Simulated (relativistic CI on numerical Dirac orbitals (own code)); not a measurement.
## Rh7+: L2,3 absorption edge

Computed with this model: Dirac-Coulomb-Breit CI, orbitals from a KLI potential per configuration, model QED, valence Slater integrals scaled by 0.8, multiplet model of core-to-valence dipole absorption; configurations [Kr] 4d2 → [He] 2s2 2p5 3s2 3p6 3d10 4s2 4p6 4d3; 300 K; Lorentzian 2.4 eV and Gaussian 0.5 eV FWHM. Energies are those of the free ion, without screening or charge transfer. The branching ratio is the share of the lower-energy edge in the whole absorption, uncertain by about 0.02 where the edges overlap. S is read from ⟨S²⟩ = S(S + 1).

Field parameters in Wybourne normalisation: D4h B²₀ = −7Ds, B⁴₀ = 21(Dq − Dt), B⁴₄ = 21√(5/14) Dq. The field is a parameter set, without covalency.

Case D4h, 10Dq = 33800, Ds = -1500, Dt = 630 cm⁻¹, the dichroism is that of the ground state at zero temperature, magnetised by exchange field 10 meV on Sz. The dichroism I(Δm = −1) − I(Δm = +1), over the sum of the three polarisations, integrates to 0.0087 on the lower edge and 0.0549 on the upper edge. The branching ratio is 0.724.

**Question.** Use the orbital sum rule with 8 holes to get ⟨Lz⟩.

**Answer.** For a p → d edge ⟨Lz⟩ = 2 × n_h × (sum of both integrals) in this sign convention = 1.02; the ground state itself has ⟨Lz⟩ = 1.07 and ⟨Sz⟩ = -0.72. The rule assumes one radial integral for both edges, which relativistic orbitals only approach.
